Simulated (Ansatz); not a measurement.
`CO[Si](C)(F)[GeH3]` → `CO[Si]C` + `[F][GeH3]` at 500 K and 1 bar (silylene formation by 1,1-elimination).

Program: Ansatz. Geometries: PBE0-D4/def2-TZVP. ΔE: electronic, gas phase. CCSD(T)/CBS is the MP2 limit (def2-TZVPP, def2-QZVPP) plus CCSD(T) − MP2 in def2-TZVPP, frozen cores. For Ge outer-core shells are correlated without core-valence functions, which leaves a few kJ/mol of doubt a bond. Scalar relativity is left out up to krypton. One conformer a species, not always the lowest.

```tsv
species	CCSD(T)/CBS energy (Eh)	H − E (kJ/mol)	S (J/(mol·K))
`CO[Si](C)(F)[GeH3]`	-2621.79878	346.5	529.0
`CO[Si]C`	-443.95718	245.8	384.6
`[F][GeH3]`	-2177.72589	90.4	283.2
```

H − E and S are ideal-gas, rigid-rotor, harmonic terms from PBE0-D4/def2-TZVP, for one conformer and one mirror image of each species. 1 Eh = 2625.50 kJ/mol, R = 8.31446 J/(mol·K).

By hand: ΔE, ΔH, ΔS and ΔG.

ΔE = (-443.95718) + (-2177.72589) − (-2621.79878) = 0.11571 Eh = 303.8 kJ/mol. Δ(H − E) = 245.8 + 90.4 − 346.5 = -10.3, so ΔH = 293.5 kJ/mol. ΔS = 384.6 + 283.2 − 529.0 = 138.8 J/(mol·K). ΔG = 293.5 − 500 × (138.8)/1000 = 224.1 kJ/mol.

By hand: the equilibrium constant, and the temperature at which ΔG would vanish if ΔH and ΔS stayed fixed.

log₁₀ K = −ΔG/(RT ln 10) = -23.4. ΔG = 0 at ΔH/ΔS = 2115 K.

The number of gas molecules changes by +1, which sets the sign of ΔS. A doubt of 5 kJ/mol in ΔE shifts log₁₀ K by 0.5 here. Other conformers and mirror images would add mixing entropy, several J/(mol·K) or more a flexible species. Modes under 60 cm⁻¹, often nearly free rotors, make the harmonic entropy too high. These are equilibria of isolated gas molecules and say nothing of rates. Largest T1 diagnostic: 0.014 (customary marks: 0.02 for closed shells, 0.045 for open ones).
